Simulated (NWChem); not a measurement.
System: SnNH3S, singlet; SMILES [NH2][Sn][SH]

The following NWChem deck was run.

```
start job
memory heap 200 mb stack 900 mb global 1100 mb
geometry units angstroms
  Sn    -0.351671    -0.468926     0.000000
  N      1.591979    -1.040513     0.000000
  H      1.882021    -2.012857     0.000000
  H      2.392986    -0.416072     0.000000
  S      0.244794     1.926462     0.000000
  H     -1.043923     2.331473     0.000000
end
basis spherical
  Sn library 3-21g
  N library 3-21g
  H library 3-21g
  S library 3-21g
end
dft
  xc hfexch
  iterations 150
end
driver
  maxiter 120
end
task dft optimize
task dft freq
```

Excerpt of the output:

```
             Northwest Computational Chemistry Package (NWChem) 7.3.0
             --------------------------------------------------------

 CS  symmetry detected

                             Geometry "geometry" -> ""
                             -------------------------

 Output coordinates in angstroms (scale by  1.889725989 to convert to a.u.)

  No.       Tag          Charge          X              Y              Z
 ---- ---------------- ---------- -------------- -------------- --------------
    1 Sn                  50.0000    -0.34483715    -0.48087676     0.00000000
    2 N                    7.0000     1.61712348    -0.98604753     0.00000000
    3 H                    1.0000     1.94005829    -1.94796765     0.00000000
    4 H                    1.0000     2.39643582    -0.33473266     0.00000000
    5 S                   16.0000     0.16983776     1.93340655     0.00000000
    6 H                    1.0000    -1.13190483     2.29436591     0.00000000

 Effective nuclear repulsion energy (a.u.)     329.2749398541

      Symmetry information
      --------------------

 Group name             Cs
 Group number              2
 Group order               2
 No. of unique centers     6

                                Z-matrix (autoz)
                                --------

 Units are Angstrom for bonds and degrees for angles

      Type          Name      I     J     K     L     M      Value
      ----------- --------  ----- ----- ----- ----- ----- ----------
    1 Stretch                  1     2                       2.02595
    2 Stretch                  1     5                       2.46853
    3 Stretch                  2     3                       1.01468
    4 Stretch                  2     4                       1.01565
    5 Stretch                  5     6                       1.35086
    6 Bend                     1     2     3               122.99691
    7 Bend                     1     2     4               125.67358
    8 Bend                     1     5     6                93.46400
    9 Bend                     2     1     5                92.40490
   10 Bend                     3     2     4               111.32951
   11 Torsion                  2     1     5     6         180.00000
   12 Torsion                  3     2     1     5         180.00000
   13 Torsion                  4     2     1     5          -0.00000

  xc_inp: hfexch multiplicative factor not found.

                           NWChem Geometry Optimization
                           ----------------------------

 maximum gradient threshold         (gmax) =   0.000450
 rms gradient threshold             (grms) =   0.000300
 maximum cartesian step threshold   (xmax) =   0.001800
 rms cartesian step threshold       (xrms) =   0.001200
 fixed trust radius                (trust) =   0.300000
 source of zmatrix                         =   autoz

          -------------------
          Energy Minimization
          -------------------

 Using diagonal initial Hessian
 Scaling for Hessian diagonals: bonds = 1.00  angles = 0.25  torsions = 0.10

          --------
          Step   0

                                 NWChem DFT Module
                                 -----------------

 Summary of "ao basis" -> "ao basis" (spherical)
 ------------------------------------------------------------------------------
       Tag                 Description            Shells   Functions and Types
 ---------------- ------------------------------  ------  ---------------------
 Sn                          3-21g                  13       31   6s5p2d
 N                           3-21g                   5        9   3s2p
 H                           3-21g                   2        2   2s
 S                           3-21g                   7       13   4s3p

      Symmetry analysis of basis
      --------------------------

        a'         45
        a"         14

            General Information
            -------------------
          SCF calculation type: DFT
          Wavefunction type:  closed shell.
          No. of atoms     :     6
          No. of electrons :    76
           Alpha electrons :    38
            Beta electrons :    38
          Charge           :     0
          Spin multiplicity:     1
          Use of symmetry is: on ; symmetry adaption is: on
          Maximum number of iterations: 150
          AO basis - number of functions:    59
                     number of shells:    31
          Convergence on energy requested:  1.00D-06
          Convergence on density requested:  1.00D-05
          Convergence on gradient requested:  5.00D-04

              XC Information
              --------------
                     Hartree-Fock (Exact) Exchange  1.000

      Superposition of Atomic Density Guess
      -------------------------------------

 Sum of atomic energies:       -6447.29605498

      Non-variational initial energy
      ------------------------------

 Total energy =   -6447.941273
 1-e energy   =   -9553.713604
 2-e energy   =    2776.497391
 HOMO         =      -0.249199
 LUMO         =      -0.026553

      Symmetry analysis of molecular orbitals - initial
      -------------------------------------------------

  Numbering of irreducible representations:

     1 a'          2 a"

  Orbital symmetries:

     1 a'          2 a'          3 a'          4 a'          5 a"
     6 a'          7 a'          8 a'          9 a'         10 a"
    11 a'         12 a'         13 a'         14 a"         15 a"
    16 a'         17 a'         18 a'         19 a'         20 a"
    21 a'         22 a'         23 a'         24 a"         25 a'
    26 a'         27 a'         28 a"         29 a"         30 a'
    31 a'         32 a'         33 a'         34 a'         35 a'
    36 a"         37 a"         38 a'         39 a"         40 a'
    41 a'         42 a'         43 a'         44 a'         45 a'
    46 a"         47 a'         48 a'

   convergence    iter        energy       DeltaE   RMS-Dens  Diis-err
 ---------------- ----- ----------------- --------- --------- ---------
 d= 0,ls=0.0,diis     1  -6447.7351067438 -6.78D+03  1.28D-02  3.48D-01
 d= 0,ls=0.0,diis     2  -6447.7733849197 -3.83D-02  3.60D-03  1.20D-01
 d= 0,ls=0.0,diis     3  -6447.7876512735 -1.43D-02  1.18D-03  2.54D-03
 d= 0,ls=0.0,diis     4  -6447.7881351375 -4.84D-04  4.02D-04  1.79D-04
 d= 0,ls=0.0,diis     5  -6447.7881944555 -5.93D-05  2.44D-04  2.37D-05
  Resetting Diis
 d= 0,ls=0.0,diis     6  -6447.7882093447 -1.49D-05  7.60D-05  1.75D-06
 d= 0,ls=0.0,diis     7  -6447.7882107404 -1.40D-06  7.59D-06  9.43D-08
 d= 0,ls=0.0,diis     8  -6447.7882107826 -4.22D-08  5.11D-06  2.22D-08

         Total DFT energy =    -6447.788210782619
      One electron energy =    -9554.121859543418
           Coulomb energy =     2968.434030990373
    Exchange-Corr. energy =     -191.375322083645
 Nuclear repulsion energy =      329.274939854071

 Numeric. integr. density =        0.000000000000

                  Occupations of the irreducible representations
                  ----------------------------------------------

                     irrep           alpha         beta
                     --------     --------     --------
                     a'               28.0         28.0
                     a"               10.0         10.0

                       DFT Final Molecular Orbital Analysis
                       ------------------------------------

 Vector   36  Occ=2.000000D+00  E=-4.004393D-01  Symmetry=a"
              MO Center=  1.1D+00, -4.2D-01, -1.2D-15, r^2= 2.9D+00
   Bfn.  Coefficient  Atom+Function         Bfn.  Coefficient  Atom+Function
  ----- ------------  ---------------      ----- ------------  ---------------
    40      0.533726  2 N  pz                36      0.389912  2 N  pz
    57      0.220081  5 S  pz                53      0.216047  5 S  pz
    21      0.164138  1 Sn pz                17      0.146114  1 Sn pz
    13     -0.120539  1 Sn pz                49     -0.103730  5 S  pz
     9      0.054579  1 Sn pz                30      0.046780  1 Sn d  1

 Vector   37  Occ=2.000000D+00  E=-3.599424D-01  Symmetry=a"
              MO Center=  4.8D-01,  1.3D+00, -5.7D-16, r^2= 3.1D+00
   Bfn.  Coefficient  Atom+Function         Bfn.  Coefficient  Atom+Function
  ----- ------------  ---------------      ----- ------------  ---------------
    57      0.532743  5 S  pz                53      0.471503  5 S  pz
    40     -0.314819  2 N  pz                49     -0.227019  5 S  pz
    36     -0.219717  2 N  pz                28     -0.036540  1 Sn d -1

[...]

      ----------------------
      Optimization converged
      ----------------------

  Step       Energy      Delta E   Gmax     Grms     Xrms     Xmax
  ---- ---------------- -------- -------- -------- -------- --------
@    7   -6447.79188538 -4.1D-08  0.00002  0.00001  0.00020  0.00053
                                     ok       ok       ok       ok

                                Z-matrix (autoz)
                                --------

 Units are Angstrom for bonds and degrees for angles

      Type          Name      I     J     K     L     M      Value     Gradient
      ----------- --------  ----- ----- ----- ----- ----- ---------- ----------
    1 Stretch                  1     2                       1.98309    0.00000
    2 Stretch                  1     5                       2.54931    0.00000
    3 Stretch                  2     3                       1.00390   -0.00001
    4 Stretch                  2     4                       1.00493    0.00002
    5 Stretch                  5     6                       1.35045    0.00000
    6 Bend                     1     2     3               123.73065   -0.00001
    7 Bend                     1     2     4               124.88829   -0.00000
    8 Bend                     1     5     6               101.97190    0.00000
    9 Bend                     2     1     5                90.68961   -0.00000
   10 Bend                     3     2     4               111.38106    0.00001
   11 Torsion                  2     1     5     6         180.00000    0.00000
   12 Torsion                  3     2     1     5         180.00000    0.00000
   13 Torsion                  4     2     1     5          -0.00000    0.00000

                         Geometry "geometry" -> "geometry"
                         ---------------------------------

 Output coordinates in angstroms (scale by  1.889725989 to convert to a.u.)

  No.       Tag          Charge          X              Y              Z
 ---- ---------------- ---------- -------------- -------------- --------------
    1 Sn                  50.0000    -0.33398565    -0.60453062     0.00000000
    2 N                    7.0000     1.60907811    -1.00092960     0.00000000
    3 H                    1.0000     1.98839401    -1.93040914     0.00000000
    4 H                    1.0000     2.33704816    -0.30814881     0.00000000
    5 S                   16.0000     0.14549565     1.89928378     0.00000000
    6 H                    1.0000    -1.09931693     2.42288226     0.00000000

 Effective nuclear repulsion energy (a.u.)     325.6608610649

      Symmetry information
      --------------------

 Group name             Cs
 Group number              2
 Group order               2
 No. of unique centers     6

                Final and change from initial internal coordinates
                --------------------------------------------------

                                Z-matrix (autoz)
                                --------

 Units are Angstrom for bonds and degrees for angles

      Type          Name      I     J     K     L     M      Value       Change
      ----------- --------  ----- ----- ----- ----- ----- ---------- ----------
    1 Stretch                  1     2                       1.98309   -0.04287
    2 Stretch                  1     5                       2.54931    0.08078
    3 Stretch                  2     3                       1.00390   -0.01078
    4 Stretch                  2     4                       1.00493   -0.01072
    5 Stretch                  5     6                       1.35045   -0.00041
    6 Bend                     1     2     3               123.73065    0.73374
    7 Bend                     1     2     4               124.88829   -0.78529
    8 Bend                     1     5     6               101.97190    8.50789
    9 Bend                     2     1     5                90.68961   -1.71529
   10 Bend                     3     2     4               111.38106    0.05155
   11 Torsion                  2     1     5     6         180.00000    0.00000
   12 Torsion                  3     2     1     5         180.00000    0.00000
   13 Torsion                  4     2     1     5          -0.00000    0.00000

[...]

 Rotational Constants
 --------------------
 A=   0.279597 cm-1  (  0.402269 K)
 B=   0.094349 cm-1  (  0.135744 K)
 C=   0.070544 cm-1  (  0.101495 K)

 Temperature                      =   298.15K
 frequency scaling parameter      =   1.0000

 Zero-Point correction to Energy  =   22.835 kcal/mol  (  0.036390 au)
 Thermal correction to Energy     =   25.986 kcal/mol  (  0.041412 au)
 Thermal correction to Enthalpy   =   26.579 kcal/mol  (  0.042356 au)

 Total Entropy                    =   74.979 cal/mol-K
   - Translational                =   41.226 cal/mol-K (mol. weight = 166.9004)
   - Rotational                   =   26.252 cal/mol-K (symmetry #  =        1)
   - Vibrational                  =    7.500 cal/mol-K

 Cv (constant volume heat capacity) =   15.765 cal/mol-K
   - Translational                  =    2.979 cal/mol-K
   - Rotational                     =    2.979 cal/mol-K
   - Vibrational                    =    9.806 cal/mol-K

[normal modes left out]

 ----------------------------------------------------------------------------
 Normal Eigenvalue ||           Projected Infra Red Intensities
  Mode   [cm**-1]  || [atomic units] [(debye/angs)**2] [(KM/mol)] [arbitrary]
 ------ ---------- || -------------- ----------------- ---------- -----------
    1       -0.000 ||    0.001924           0.044         1.876       0.458
    2       -0.000 ||    0.000036           0.001         0.035       0.009
    3       -0.000 ||    0.000374           0.009         0.364       0.089
    4       -0.000 ||    0.000048           0.001         0.047       0.011
    5        0.000 ||    0.000631           0.015         0.615       0.150
    6        0.000 ||    0.002546           0.059         2.482       0.605
    7      165.444 ||    0.005275           0.122         5.143       1.254
    8      250.369 ||    0.035938           0.829        35.034       8.544
    9      312.293 ||    0.053343           1.231        52.001      12.682
   10      438.784 ||    0.000842           0.019         0.820       0.200
   11      669.414 ||    0.025479           0.588        24.838       6.057
   12      720.920 ||    0.409246           9.442       398.953      97.294
   13      726.976 ||    0.071454           1.648        69.656      16.987
   14      806.477 ||    0.043045           0.993        41.963      10.234
   15     1762.771 ||    0.049348           1.138        48.107      11.732
   16     2651.415 ||    0.019264           0.444        18.780       4.580
   17     3685.919 ||    0.015320           0.353        14.934       3.642
   18     3790.003 ||    0.023018           0.531        22.439       5.472
 ----------------------------------------------------------------------------
```

Level: Hartree-Fock/3-21G, non-relativistic. Low-valent species are run as closed-shell singlets; no triplet was tried in these runs.
